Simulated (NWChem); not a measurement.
System: TiH₄O; SMILES [OH][TiH3]

The following NWChem deck was run.

```
start job
memory heap 200 mb stack 900 mb global 1100 mb
geometry units angstroms noautosym nocenter noautoz
  Ti     0.000000     0.000000     0.477695
  O      0.000000     0.000000    -1.241260
  H      0.000000     0.000000    -2.201587
  H      1.541641     0.482032     0.992158
  H     -0.353368    -1.576117     0.992158
  H     -1.188273     1.094084     0.992158
end
basis spherical
  Ti library pcsseg-1
  O library pcsseg-1
  H library pcsseg-1
end
dft
  xc xpbe96 cpbe96
  iterations 150
end
property
  shielding 4 1 2 3 4
end
task dft property
```

All runs use the structure optimised with PBE0/def2-SVP.

GIAO values for the isolated, static molecule; σ is the absolute isotropic shielding, δ = σ(reference) − σ with the isolated reference molecule computed at the same levels (1H: tetramethylsilane, 17O: water).

Atoms are numbered as in the input.

Q: What results follow from this input? (PBE/pcSseg-1, GIAO.) Quantities: σ Ti1 (ppm); δ O2 (ppm); δ H3 (ppm); δ H4 (ppm).

A: The σ Ti1 (ppm) is -1775.9 and the δ O2 (ppm) is 365.6. The δ H3 (ppm) is 6.17. The δ H4 (ppm) comes out as 7.65.
